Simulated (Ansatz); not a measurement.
System: BCl, net charge 1, doublet state. 
Structure (B3LYP-D3(BJ)/def2-TZVP (Ansatz, an electronic-structure program) minimum search):
```
B
Cl 1 1.6002
```
Charge +1, spin multiplicity 2.

Basis-set convergence of Hartree-Fock and MP2 correlation energies (hartree) with Ansatz. Cores are frozen in the correlated levels unless marked. UHF or UKS for open shells. No spin-orbit coupling. Non-relativistic.

```
basis            functions       E(HF)  E(corr, MP2)
---------------  ---------  ----------  ------------
aug-cc-pV(D+d)Z         55  -483.81703      -0.18330
aug-cc-pV(T+d)Z        101  -483.83613      -0.23199
aug-cc-pV(Q+d)Z        169  -483.84089      -0.25113
```

Extrapolating the two largest sets (X = 3 and 4) as X^-3: E(corr) = (64·(-0.25113) - 27·(-0.23199))/37 = -0.2651 Eh, an estimate of the basis-set limit. The largest set recovers 94.7 % of it, the smallest 69.1 %.
